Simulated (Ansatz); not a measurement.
Geometry optimisation, Ansatz, RKS PBE/def2-SVP.

input.yaml

```yaml
crystal:
  periodic: [false, false, false]
  atoms:
    - { symbol: Ti, position_ang: [-0.207023, -0.516387, -0.262688] }
    - { symbol: "N", position_ang: [0.600745, 0.309272, 2.772521] }
    - { symbol: H, position_ang: [0.038258, 0.753525, 3.508953] }
    - { symbol: H, position_ang: [1.5409, 0.15683, 3.159844] }
    - { symbol: Cl, position_ang: [1.96443, -0.186075, -0.604383] }
    - { symbol: O, position_ang: [-1.276249, 0.905703, -0.168101] }
    - { symbol: H, position_ang: [-2.028474, 1.114236, -0.75206] }
    - { symbol: O, position_ang: [-0.824081, -1.586557, -1.52645] }
    - { symbol: H, position_ang: [-0.465988, -2.314279, -2.067813] }
    - { symbol: H, position_ang: [-0.474153, -1.506295, 1.099417] }
    - { symbol: H, position_ang: [0.188636, -0.638272, 2.61416] }
basis:
  gaussian: { orbitals: def2-SVP }
hamiltonian:
  xc: pbe
relax:
  f_tol: 0.03
  max_steps: 50
output:
  orbitals: {}
```

Run as:

```bash
$ ansatz run input.yaml --threads 4 --pin off --max-ram 5120MiB --backend cpu --events-out ev --progress --plain --runs-dir out
```

Q: Where does it end, and by what steps?

A: The forces met the threshold. After 21 steps the energy has fallen by 0.776 eV; H4 moved furthest, 1.21 Å. Joined: Ti1–N2 (3.25 → 2.25 Å).

| step | energy less start (eV) | largest force component (eV/Å) | accepted |
| --- | --- | --- | --- |
| 0 | 0.0000 | 0.498 | yes |
| 1 | -0.1052 | 1.295 | yes |
| 2 | -0.2822 | 1.535 | yes |
| 3 | -0.5130 | 1.008 | yes |
| 4 | -0.6326 | 0.356 | yes |
| 5 | -0.6919 | 0.613 | yes |
| 6 | -0.7172 | 0.201 | yes |
| 7 | -0.7175 | 0.314 | yes |
| 8 | -0.7445 | 0.331 | yes |
| 9 | -0.7461 | 0.529 | yes |
| 10 | -0.7176 | 1.898 | no |
| 11 | -0.7585 | 0.072 | yes |
| 12 | -0.7607 | 0.053 | yes |
| 13 | -0.7623 | 0.193 | yes |
| 14 | -0.7646 | 0.130 | yes |
| 15 | -0.7673 | 0.251 | yes |
| 16 | -0.7698 | 0.211 | yes |
| 17 | -0.7727 | 0.148 | yes |
| 18 | -0.7747 | 0.061 | yes |
| 19 | -0.7754 | 0.098 | yes |
| 20 | -0.7760 | 0.080 | yes |
| 21 | -0.7764 | 0.016 | yes |

```xyz
11
Properties=species:S:1:pos:R:3
Ti -0.023 -0.458 0.108
N 0.379 -0.013 2.277
H -0.500 0.135 2.789
H 0.954 0.838 2.356
Cl 2.239 -0.240 -0.080
O -1.033 1.041 0.133
H -1.621 1.256 -0.615
O -0.537 -1.345 -1.351
H -0.920 -2.208 -1.577
H -0.770 -1.738 0.993
H 0.890 -0.776 2.739
```

Whether the end is a true minimum wasn't checked by a vibrational analysis.

Time of the run: 35 s on 4 threads of Arm Neoverse V2, with other jobs on the host, peak memory 0.2 GiB.
